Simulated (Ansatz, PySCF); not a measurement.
As2BH5, SMILES [AsH2]B[AsH2]. Atoms are numbered in the order given.

```xyz
8

B      0.0000     0.0000     0.8830
As     1.7702     0.0108    -0.0657
H      2.4245    -1.1484     0.6767
H      1.3796    -0.7873    -1.3036
As    -1.7702    -0.0108    -0.0657
H     -2.4245     1.1484     0.6767
H     -1.3796     0.7873    -1.3036
H      0.0000     0.0000     2.0873
```

Coordinates come from a B3LYP-D3(BJ)/def2-SVP optimisation. This is a generated structure with no PubChem entry under its InChIKey; it may be hypothetical.

Two levels are set side by side: PBE-D3(BJ)/def2-SVP (Ansatz, a first-principles code) and B3LYP-D3(BJ)/def2-SVP (Ansatz). Each level has its own optimised geometry; the coordinates shown are those of the second. Frequencies come from the Hessian of PySCF at each geometry. Differences are taken from unrounded values.

```
quantity                            B3LYP-D3(BJ)
----------------------------------  ------------
mean bond length (Å)                       1.617
bond B1–As2 (Å)                            2.008
bond B1–As5 (Å)                            2.008
bond B1–H8 (Å)                             1.204
bond As2–H3 (Å)                            1.524
bond As2–H4 (Å)                            1.524
bond As5–H6 (Å)                            1.524
bond As5–H7 (Å)                            1.524
highest harmonic wavenumber (cm⁻¹)          2627
mean harmonic wavenumber (cm⁻¹)             1068
zero-point energy (kcal/mol)               27.48
```

Q: What does PBE-D3(BJ) give, and how far is it from B3LYP-D3(BJ)? (The exact figures need the calculation; the answer reports its results.)

A: 
| quantity | PBE-D3(BJ) | PBE-D3(BJ) minus B3LYP-D3(BJ) |
|---|---|---|
| mean bond length (Å) | 1.622 | 0.006 |
| bond B1–As2 (Å) | 2.004 | -0.005 |
| bond B1–As5 (Å) | 2.004 | -0.005 |
| bond B1–H8 (Å) | 1.216 | 0.011 |
| bond As2–H3 (Å) | 1.533 | 0.009 |
| bond As2–H4 (Å) | 1.533 | 0.009 |
| bond As5–H6 (Å) | 1.533 | 0.009 |
| bond As5–H7 (Å) | 1.533 | 0.009 |
| highest harmonic wavenumber (cm⁻¹) | 2566 | -60 |
| mean harmonic wavenumber (cm⁻¹) | 1039 | -29 |
| zero-point energy (kcal/mol) | 26.73 | -0.75 |

GGA bonds tend to be longer and softer than those of functionals with exact exchange. Differences between two approximate levels are no errors against the true value.
